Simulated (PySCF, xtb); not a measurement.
Mg(F)(SeH) (FHMgSe), SMILES [SeH][Mg][F].

GFN2-xTB (xtb) at its own geometry gives an orbital gap of 2.29 eV and a dipole moment of 3.60 D.

The structure is a stationary point at PBE-D3(BJ)/def2-TZVP. The values are those of a single conformer.

### Question
What does B3LYP/def2-TZVPD (PySCF) give? (An estimate is asked for; the answer gives what the named calculation found.)

### Answer
gap 4.89 eV (levels -6.90 and -2.01 eV), dipole 0.96 D.
